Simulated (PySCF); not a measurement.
BGeH5O2S, SMILES [GeH3][S]B(O)O. Geometry optimised at PBE0-D3(BJ)/def2-SVP. The structure was generated by enumeration, and PubChem lists no compound with its InChIKey, so it may never have been made. The values are those of a single conformer.

Computed equilibrium geometry at PBE0-D3(BJ)/def2-SVP (PySCF confirms it by a frequency run) as a Z-matrix (one conformer of several):
```
S
B 1 1.8579
O 2 1.3538 1 118.34
H 3 0.9611 2 113.23 1 5.97
O 2 1.3541 3 117.26 4 -174.29
H 5 0.9616 2 114.63 3 -170.39
Ge 1 2.2242 2 101.09 3 -158.48
H 7 1.5328 1 106.83 2 -166.95
H 7 1.5363 8 111.43 1 121.19
H 7 1.5464 8 109.74 9 120.83
```
Charge 0, spin multiplicity 1.
